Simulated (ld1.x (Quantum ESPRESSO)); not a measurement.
# Before and after: ultrasoft potential for hydrogen

- Element: H
- Generator: ld1.x (Quantum ESPRESSO) 7.5
- Type: ultrasoft
- Functional: LDA (PZ)
- Relativity: scalar-relativistic
- Frozen core: none
- Valence charge: 1
- Reference configuration: 1s1
- Partial waves: 1s (bound): rcut 0.75, rcutus 0.80 bohr; 1s channel at 1.45 Ry: rcut 0.75, rcutus 0.80 bohr; 2p channel at 0.35 Ry: rcut 0.60, rcutus 0.75 bohr; 2p channel at 1.4 Ry: rcut 0.60, rcutus 0.75 bohr
- Local potential: all-electron potential smoothed inside 0.65 bohr (lloc = -1)
- Core correction: none
- Augmentation charge: PSQ, inside the norm-conserving radii

Change: all radii scaled by about 1.25 (s 1.00, p 0.94 bohr, rcut 0.94/0.74); local potential all-electron potential smoothed inside 0.80 bohr (lloc = -1).

Cutoffs: the cutoffs (Ry, on a coarse ladder) from which the occupation-weighted sum of valence levels, in a spherical-Bessel basis at the reference potential, stays within 10 and 1 mRy of its value at 400 Ry; they do not see the model core or the augmentation charge, which bear on the density cutoff. Errors are all-electron minus pseudo energies relative to the spin-unpolarised reference configuration.

Problem. What does the change do?

Solution. The potential gets softer (25 Ry and 50 Ry → 18 Ry and 35 Ry); the errors of the 3 common tests hardly move; neither file shows a bound ghost. A larger radius leaves more room for a smooth pseudo-wave, so fewer plane waves are needed.

| quantity | base | changed |
| --- | --- | --- |
| cutoff, loose | 25 Ry | 18 Ry |
| cutoff, tight | 50 Ry | 35 Ry |
| bound ghosts | none | none |
| error for 1s0.5, meV [ΔE 4.64 eV] | -0.1 | -0.1 |
| error for 1s1 (spin-polarised), meV [ΔE -0.90 eV] | +0.1 | -0.1 |
| error for 1s0.5 (spin-polarised), meV [ΔE 4.26 eV] | 0.0 | -0.2 |
| lowest overlap eigenvalue by channel | s 0.99, p 0.99 | s 0.99, p 0.98 |
